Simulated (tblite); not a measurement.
Isomers of C7H13 (doublet state). Calculated harmonic vibrations of the isolated species, GFN2-xTB (tblite), most abundant isotopes, no scaling. Errors from tens to a few hundred cm⁻¹ against measured bands are possible. One conformer each. Open shells enter through the occupations alone, without spin polarisation, and single modes of such species can be off by tens of per cent.

Electronic energies: GFN2-xTB at the same geometries; isomer energies are rough at this level and their order can be wrong.

| SMILES | electronic energy, lowest = 0 (kcal/mol) |
| --- | --- |
| C/[C]=C(/C)CCC | 30.3 |
| C=C[C](C)CCC | 8.8 |
| CC[C@H]1[CH]CCC1 | 0.0 |
| C[CH]C/C(C)=C\C | 23.6 |

**Question.** How do GFN2-xTB zero-point energies change the relative energies?

**Answer.** 
```csv
SMILES,ZPE (kcal/mol),of it from modes above 1550 cm⁻¹,electronic (kcal/mol),"with ZPE, lowest = 0 (kcal/mol)",lowest mode (cm⁻¹),rings
CC[C@H]1[CH]CCC1,112.9,55.3,0.0,0.0,85,1
C=C[C](C)CCC,111.2,56.2,8.8,7.1,49,0
C[CH]C/C(C)=C\C,110.2,58.3,23.6,20.9,41,0
C/[C]=C(/C)CCC,111.1,58.2,30.3,28.4,42,0
```

The zero-point energies span 2.7 kcal/mol, from `C[CH]C/C(C)=C\C` to `CC[C@H]1[CH]CCC1`. The order is unchanged.

**Question.** What do entropy and thermal enthalpy add at 298.15 K and 1 bar (rigid rotor, harmonic oscillator, one conformer each)?

**Answer.** 
| SMILES | point group | symmetry number | S (cal/(mol K)) | H − H(0) (kcal/mol) | ZPE + H − H(0) − TS (kcal/mol) |
| --- | --- | --- | --- | --- | --- |
| CC[C@H]1[CH]CCC1 | C1 | 1 | 87.5 | 5.59 | 92.4 |
| C=C[C](C)CCC | C1 | 1 | 96.0 | 6.52 | 89.1 |
| C[CH]C/C(C)=C\C | C1 | 1 | 98.5 | 6.87 | 87.7 |
| C/[C]=C(/C)CCC | C1 | 1 | 98.2 | 6.78 | 88.6 |

S holds R ln(2S + 1) for the spin.
